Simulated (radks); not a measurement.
Question: All-electron atom: Ho XXXIV in [Ar] 3d10 4s2 4p4 (the NIST ground configuration). Calculated with a radial shooting solver on a logarithmic mesh with Libxc functionals: Dirac Kohn-Sham, exchange-only PBE, spin-unpolarised, spherical densities, finite nucleus; open shells fill j = l - 1/2 first; Fermi nuclear charge, rms radius 5.2022 fm. Some entries of the table are withheld. Estimate them.

| orbital | occ. | eigenvalue (hartree) | <r^2> (bohr^2) |
|---|---|---|---|
| 1s1/2 | 2 | -2085.082 | 0.0005883 |
| 2s1/2 | 2 | -388.4738 | 0.009090 |
| 2p1/2 | 2 | -372.2193 | 0.006565 |
| 2p3/2 | 4 | -340.6683 | 0.007781 |
| 3s1/2 | 2 | -122.0401 | 0.05879 |
| 3p1/2 | 2 | -115.0123 | (1) |
| 3p3/2 | 4 | -108.2280 | (2) |
| 3d3/2 | 4 | -96.35785 | 0.04743 |
| 3d5/2 | 6 | -94.85789 | 0.04918 |
| 4s1/2 | 2 | -55.41080 | 0.2423 |
| 4p1/2 | 2 | (3) | (4) |
| 4p3/2 | 2 | (5) | (6) |

Answer: 
(1) 3p1/2 <r^2> (bohr^2): 0.05428
(2) 3p3/2 <r^2> (bohr^2): 0.06068
(3) 4p1/2 eigenvalue (hartree): -52.47660
(4) 4p1/2 <r^2> (bohr^2): 0.2425
(5) 4p3/2 eigenvalue (hartree): -50.39904
(6) 4p3/2 <r^2> (bohr^2): 0.2626
